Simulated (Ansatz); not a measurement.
This geometry of BrH + Cl2H2Si (7 atoms, charge 0, multiplicity 1) is a first-order saddle point.

Computed with RKS LDA/def2-SVP in Ansatz.

```xyz
7
Properties=species:S:1:pos:R:3
Si -0.019 -0.464 0.008
H -0.643 0.967 0.653
Cl -1.120 -0.645 -1.693
Cl -1.115 -1.297 1.570
H 1.195 -1.324 0.072
H 0.102 1.376 0.186
Br 1.600 1.387 -0.796
```

Question: Which two structures does it join? (They come from a converged band through this point; their orientation in space is the band's.)

Answer: Bonds broken: Si1–H2, H6–Br7. Bonds formed: Si1–Br7, H2–H6. BrH + Cl2H2Si becomes BrCl2HSi + H2.

First end point:

```xyz
7
Properties=species:S:1:pos:R:3
Si -0.328 -0.687 0.285
H -0.474 0.705 0.846
Cl -1.083 -0.690 -1.614
Cl -1.425 -1.936 1.480
H 1.099 -1.131 0.272
H 0.564 1.810 -0.159
Br 1.647 1.930 -1.109
```

Last end point:

```xyz
7
Properties=species:S:1:pos:R:3
Si 0.452 -0.904 -0.234
H -1.061 1.692 0.813
Cl -0.953 -0.562 -1.673
Cl -0.447 -0.864 1.605
H 1.072 -2.245 -0.444
H -1.071 2.242 0.255
Br 2.008 0.641 -0.322
```

Question: How far does it lie above each of them?

Answer: 1.01 eV above the first and 1.67 eV above the second. This is the barrier of this one path; another mechanism may lie lower. The orbitals stay closed-shell, which can raise the energy where a bond breaks towards radicals; this wasn't checked here.

Run time: 60 s on 2 threads of Intel(R) Xeon(R) Platinum 8488C (Sapphire Rapids) (shared host), peak memory 0.17 GiB.
